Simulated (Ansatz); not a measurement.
One change: `CC(=O)C(C)(C)C(C)C` becomes `CCC(C)(C)C(C)C`.

Ansatz, PBE0-D4/def2-TZVP geometries, multiplicity 1. Each molecule was computed in one conformer, which needn't be the lowest.

| property | `CC(=O)C(C)(C)C(C)C` |
| --- | --- |
| HOMO–LUMO gap (B3LYP/def2-TZVPP) / eV | 6.18 |
| HOMO energy (ωB97M-V/def2-TZVPP) / eV | -9.35 |
| size of the dipole moment (ωB97M-V/def2-TZVPP) / D | 2.58 |
| HOMO energy (PBE0/def2-TZVPP) / eV | -6.97 |
| LUMO energy (B3LYP/def2-TZVPP) / eV | -0.57 |
| LUMO energy (ωB97M-V/def2-TZVPP) / eV | 1.95 |

Question: What does the change do to each property? (An estimate is asked.)

Answer: Ansatz gave: 
```
                                          property  `CCC(C)(C)C(C)C`  shift
             HOMO–LUMO gap (B3LYP/def2-TZVPP) / eV              8.91   2.73
             HOMO energy (ωB97M-V/def2-TZVPP) / eV            -10.60  -1.25
size of the dipole moment (ωB97M-V/def2-TZVPP) / D              0.10  -2.48
                HOMO energy (PBE0/def2-TZVPP) / eV             -8.33  -1.36
               LUMO energy (B3LYP/def2-TZVPP) / eV              0.75   1.32
             LUMO energy (ωB97M-V/def2-TZVPP) / eV              2.48   0.53
```

With PBE0 the HOMO falls by 1.36 eV and the LUMO rises by 1.37 eV, so the gap widens by about 2.73 eV. PBE moves the HOMO by -1.59 eV and ωB97M-V by -1.25 eV. Dipoles are sizes alone; their direction can turn.

B3LYP here is the variant with VWN-RPA as its local correlation; programs differ in this.
